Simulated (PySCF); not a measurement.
# Dipole response of Ti⁺ (titanium, charge +1)

[Ar] 3d2 4s1, high-spin 4F determinant. All numbers are calculated (PySCF 2.14, scalar relativity by spin-free X2C-1e, in aug-cc-pVQZ-DK (9s8p6d4f3g2h, 140 functions)). Coupled (time-dependent) response in atomic units; α is the mean over directions.

```
method  mean α (bohr³)  C₆ (like pair)  S(−4)
   PBE           46.31           292.2   1768
```

S(−4) is the Cauchy moment in α(ω) = α(0) + S(−4) ω² + …

α(iu) at PBE:

| u (hartree) | α(iu) (bohr³) |
| --- | --- |
| 0 | 46.31 |
| 0.0500 | 42.31 |
| 0.100 | 33.91 |
| 0.200 | 19.94 |
| 0.300 | 12.77 |
| 0.500 | 6.968 |
| 0.750 | 4.358 |
| 1.00 | 3.139 |
| 1.50 | 1.941 |
| 2.00 | 1.339 |
| 3.00 | 0.7489 |
| 5.00 | 0.3304 |

A single London oscillator, α(iu) = α/(1 + u²/ω²), gives C₆ = (3/4) ω α². Matching the computed C₆ needs ω = 4 × 292.2 / (3 × 46.31²) = 0.182 hartree.

For an ion, C₆ is the dispersion term alone; charge-induced terms of lower order in 1/R come first.
